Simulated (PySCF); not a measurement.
Mo(S)2(OH)(SH) (H2MoOS3), SMILES [SH][Mo](=[S])([OH])=[S], multiplicity 1.

Geometry: B3LYP-D3(BJ)/def2-SVP. The multiplicity is an assumed one; other spin states were not compared. The def2 effective core potentials stand for the cores of Mo; spin–orbit coupling is left out. The values are those of a single conformer.

Two levels are set side by side: PBE/def2-TZVP (PySCF) and CAM-B3LYP/def2-TZVP (PySCF). Same geometry, gas phase. Differences are taken from unrounded values.

```json
[
 {"quantity": "orbital gap (eV)", "PBE": "2.27"},
 {"quantity": "highest occupied level (eV)", "PBE": "-6.38"},
 {"quantity": "lowest empty level (eV)", "PBE": "-4.11"},
 {"quantity": "dipole moment (D)", "PBE": "2.12"},
 {"quantity": "mean polarisability (bohr³)", "PBE": "107.8"}
]
```

Question: These are the PBE values. What does CAM-B3LYP give? (An estimate is asked for; the answer gives what the named calculation found.)

Answer: 
```
quantity                     CAM-B3LYP  PBE minus CAM-B3LYP
---------------------------  ---------  -------------------
orbital gap (eV)                  6.16                -3.90
highest occupied level (eV)      -8.67                 2.29
lowest empty level (eV)          -2.51                -1.60
dipole moment (D)                 1.96                 0.15
mean polarisability (bohr³)      106.0                  1.8
```

PBE's occupied levels lie high since its potential decays too fast outside the molecule; exact exchange lowers them and widens the gap. Differences between two approximate levels are no errors against the true value.

Rough cost on one machine, each run with all the roots and properties that it gave: CAM-B3LYP against PBE within a factor of 2.
